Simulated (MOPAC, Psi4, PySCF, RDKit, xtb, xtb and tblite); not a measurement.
Two geometries of SMILES C(=C/C=C)/c1ccco1, singlet, relaxed at GFN2-xTB with one dihedral held; other torsions can differ between them too.

Structure A

```
17

C      2.7093    -1.7783    -0.8599
C      1.6510    -1.0072    -0.6456
C      1.6748     0.4022    -0.2975
C      2.4698     1.3790    -0.7617
C      3.4274     1.3511    -1.8334
C      4.2438     2.3770    -2.2575
C      4.9590     1.8878    -3.3697
C      4.5290     0.6077    -3.5513
O      3.6108     0.2766    -2.6334
H      2.6065    -2.8276    -1.0783
H      3.7134    -1.3957    -0.8052
H      0.6609    -1.4501    -0.6542
H      0.9375     0.6829     0.4465
H      2.3668     2.3675    -0.3322
H      4.3169     3.3532    -1.8227
H      5.6879     2.4120    -3.9532
H      4.7922    -0.1412    -4.2722
```

Structure B

```
17

C     -2.8073    -1.5905    -0.9918
C     -1.7365    -0.9551    -0.5511
C     -1.7132     0.4738    -0.2101
C     -1.7944     0.9588     1.0314
C     -1.8916     0.1694     2.2311
C     -1.9883     0.5802     3.5400
C     -2.0584    -0.5922     4.3218
C     -1.9997    -1.6298     3.4412
O     -1.8990    -1.1828     2.1812
H     -2.7903    -2.6413    -1.2254
H     -3.7462    -1.0817    -1.1375
H     -0.8082    -1.4917    -0.3912
H     -1.6592     1.1619    -1.0444
H     -1.7846     2.0260     1.2028
H     -2.0057     1.5920     3.8909
H     -2.1410    -0.6555     5.3876
H     -2.0196    -2.6922     3.5839
```

**Question.** Which is lower in energy at the level Psi4 with B3LYP-D3(BJ)/def2-SVP // GFN2-xTB, and by how much?

**Answer.** A is lower, by 10.96 kJ/mol (dihedral C1–C2–C3–C4: 40° in A, 100° in B).

E(B) − E(A) in kJ/mol at the other levels, on the same two geometries: GFN2-xTB (xtb and tblite) 4.30; MMFF94 // GFN2-xTB (RDKit) 5.70; B3LYP/def2-SVP // GFN2-xTB (Psi4) 9.80; PBE/def2-SVP // GFN2-xTB (Psi4) 11.55; PBE-D3(BJ)/def2-SVP // GFN2-xTB (Psi4) 12.23; UFF // GFN2-xTB (RDKit) -0.27; AM1, restricted, heats of formation // GFN2-xTB (MOPAC) -1.39; PM6, restricted, heats of formation // GFN2-xTB (MOPAC) -4.78; GFN1-xTB // GFN2-xTB (xtb) 6.24; restricted B3LYP/6-31G*, spherical d, density fitting // GFN2-xTB (PySCF) 9.34; restricted MP2 (frozen core)/3-21G // GFN2-xTB (PySCF) 1.75; restricted Hartree-Fock/3-21G, density fitting // GFN2-xTB (PySCF) 1.89; restricted Hartree-Fock/6-31G*, spherical d, density fitting // GFN2-xTB (PySCF) 2.86.
